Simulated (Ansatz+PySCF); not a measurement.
The numbers below are computed, except where a source is named.
Input for PySCF 2.14.0:

```python
from pyscf import gto, scf

mol = gto.M(atom="""
Cu 0.000000 0.000000 -0.073810
H 0.000000 0.000000 2.140380
""", basis='sto-3g', charge=0, spin=0)
mf = scf.UHF(mol)
mf.kernel()
print(mf.converged, mf.e_tot, mf.spin_square()[0])
```

The script is written out from the run's settings.

The run gave:

```json
{"Converged": "yes", "Total energy": "-1620.89169 hartree", "Spin squared of the determinant": "1.000", "Cycles": "25"}
```

This is not the lowest solution: another run reaches a determinant 1.28 eV lower. Caution: another spin multiplicity may lie lower; the unrestricted determinant is a mixture of spin states; the determinant breaks the point group.
